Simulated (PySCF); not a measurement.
ReO₂Cl, SMILES [Re]([Cl])(=[O])=[O] (connectivity only; charge and spin as stated), neutral, multiplicity 3. The structure is a stationary point at PBE-D3(BJ)/def2-SVP. The spin state was assumed, not searched. The def2 effective core potentials stand for the cores of Re; spin–orbit coupling is left out.

The numbers are results of PySCF with PBE-D3(BJ)/def2-SVP, not measurements.

Harmonic wavenumbers (cm⁻¹): 94, 138, 274, 407, 937, 987. Rotational constants (GHz): 6.939, 2.582, 1.882; symmetry number 2.

**Question.** Work out the zero-point energy and the ideal-gas rigid-rotor harmonic-oscillator thermochemistry at 298.15 K and 1 atm.

**Answer.** ZPE = ½ Σ hcν = ½ × 2838 cm⁻¹ = 16.97 kJ/mol. H − E(el) = 32.80 kJ/mol. Entropy in J/(mol K): translation 177.79, rotation 105.77, vibration 38.18, spin 9.13, total 330.88. G − E(el) = -65.85 kJ/mol. Cp = 66.26 J/(mol K). Modes under 150 cm⁻¹ make the vibrational entropy uncertain.
